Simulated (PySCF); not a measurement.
## From orbital energies to excitation energies

Species: C₆H₈O₂.
SMILES: `C(C=C)C(OC=C)=O`

Computed, not measured: PySCF 2.14.0, density-fitted response routines, TDDFT PBE0/def2-SVPD, vertical, gas phase, core orbitals frozen in the response. Isolated species at its GFN2-xTB geometry (one conformer only). Torsions of this conformer, `[CH2:1]=[CH:2][CH2:3][C:4](=[O:5])[O:6][CH:7]=[CH2:8]`: C1–C2–C3–C4 -124°, C2–C3–C4–O5 -12°, C3–C4–O6–C7 180°, C4–O6–C7–C8 -178°.

Orbital energies (eV): HOMO-3 -10.04, HOMO-2 -8.52, HOMO-1 -7.83, HOMO -7.52, LUMO -0.55, LUMO+1 0.13, LUMO+2 0.71.

Among the lowest singlets, which states do these configurations lead, and at what energies: HOMO-2→LUMO, HOMO-1→LUMO, HOMO→LUMO, HOMO→LUMO+1?

```json
{"state": "S1", "leading configuration": "HOMO-2→LUMO", "weight": "0.64", "Δε (eV)": "7.97", "E (eV)": "5.78", "E − Δε (eV)": "-2.19", "f": "0.0012", "other configurations": "H-1→L (25%)"}
{"state": "S2", "leading configuration": "HOMO→LUMO", "weight": "0.79", "Δε (eV)": "6.97", "E (eV)": "6.23", "E − Δε (eV)": "-0.74", "f": "0.269", "other configurations": "–"}
{"state": "S3", "leading configuration": "HOMO-1→LUMO", "weight": "0.64", "Δε (eV)": "7.28", "E (eV)": "6.41", "E − Δε (eV)": "-0.87", "f": "0.111", "other configurations": "H-2→L (17%), H→L (13%)"}
{"state": "S4", "leading configuration": "HOMO→LUMO+1", "weight": "0.97", "Δε (eV)": "7.65", "E (eV)": "6.95", "E − Δε (eV)": "-0.71", "f": "0.012", "other configurations": "–"}
```

E − Δε runs from -2.19 to -0.71 eV. By orbital difference alone the order would be S2, S3, S4, S1. Δε is the difference of the two orbital energies.

H and L stand for HOMO and LUMO. The other states: S5 7.17 eV, f 0.029, H→L+2 (49%), H→L+3 (36%), H→L+4 (11%); S6 7.34 eV, f 0.120, H-2→L+1 (55%), H-1→L+1 (40%); S7 7.41 eV, f 0.022, H-1→L+2 (59%), H-1→L+3 (24%); S8 7.55 eV, f 0.101, H→L+3 (37%), H→L+2 (25%), H-1→L+3 (15%).

Triplets, Tamm–Dancoff:

```json
{"state": "T1", "E (eV)": "4.23", "λ (nm)": "293.2", "main configurations (H = HOMO, L = LUMO)": "H→L (70%), H→L+2 (11%), H→L+3 (10%)"}
{"state": "T2", "E (eV)": "4.48", "λ (nm)": "276.6", "main configurations (H = HOMO, L = LUMO)": "H-1→L+1 (85%)"}
{"state": "T3", "E (eV)": "5.28", "λ (nm)": "234.9", "main configurations (H = HOMO, L = LUMO)": "H-2→L (66%), H-1→L (17%)"}
```

Summed over the main configurations (up to three a state, each over 8%) of all 8 singlets, the electron leaves HOMO with weight 3.48, HOMO-1 with weight 2.27 and HOMO-2 with weight 1.36.

Time: 49 s (grids of density and orbitals included); peak memory 0.86 GiB. Hardware: an Arm Neoverse V1 with one thread, no GPU, shared host with 32 logical CPUs at a one-minute load of 20.
